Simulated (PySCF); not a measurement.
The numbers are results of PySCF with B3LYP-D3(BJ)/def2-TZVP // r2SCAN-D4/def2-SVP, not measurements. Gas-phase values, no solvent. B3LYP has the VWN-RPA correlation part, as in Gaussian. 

Reference species: [W(Cl)6] (neutral, multiplicity 1).

| Quantity | Value |
|---|---|
| HOMO | -8.92 eV |
| coordination number | 6 |

Changed species: [W(Cl)5(F)] (1 of 6 Cl replaced by F; the reference has 0 of 6 Cl replaced by F).

Problem. What does the change do to the HOMO and coordination number?

Solution. the HOMO drops by 0.05 eV, to -8.97 eV; the coordination number is nearly the same.
